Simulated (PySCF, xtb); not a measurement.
GaBr₂, SMILES [Br][Ga+][Br], charge +1.

xtb with GFN2-xTB at its own geometry gives an orbital gap of 2.28 eV.

Coordinates come from a ωB97X-D3(BJ)/def2-SVP optimisation. The multiplicity is an assumed one; no other spin state was optimised. The isomer is the one that the SMILES or the coordinates give; other isomers of the formula were not compared.

Question: What does PySCF with PBE/def2-TZVPD give? (An estimate is asked for; the answer gives what the named calculation found.)

Answer: gap 3.92 eV (levels -13.41 and -9.48 eV).
